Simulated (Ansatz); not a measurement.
C₂F₂N₂Si, SMILES `N#C[Si](F)(F)C#N`, relaxed with RKS PBE0-D4/def2-TZVP in Ansatz 0.2.0 from a PBE-D4/def2-SVP geometry. The force threshold is 0.005 eV/Å; the program also tests the step.

Charge 0, multiplicity 1.

Start:

```xyz
7

N     2.303    1.469   -0.193
C     1.427    0.710   -0.018
Si    0.044   -0.472    0.235
F    -0.131   -0.759    1.810
F     0.383   -1.848   -0.531
C    -1.519    0.223   -0.434
N    -2.508    0.677   -0.870
```

**Question.** How much energy does the relaxation release, and in how many steps? (Best estimate.)

**Answer.** Computed: 0.14 eV, in 4 steps.

**Question.** Which bonds change most? (An estimate is asked.)

**Answer.** The calculation gave: Si3–F5 from 1.610 to 1.564 Å; Si3–F4 from 1.610 to 1.564 Å; C6–N7 from 1.173 to 1.151 Å; N1–C2 from 1.172 to 1.151 Å.

**Question.** Give the relaxed structure. (Best estimate.)

**Answer.** Ansatz gave: 
```xyz
7

N     2.267    1.452   -0.186
C     1.415    0.698   -0.019
Si    0.046   -0.478    0.235
F    -0.126   -0.744    1.766
F     0.372   -1.813   -0.512
C    -1.502    0.216   -0.430
N    -2.471    0.669   -0.854
```
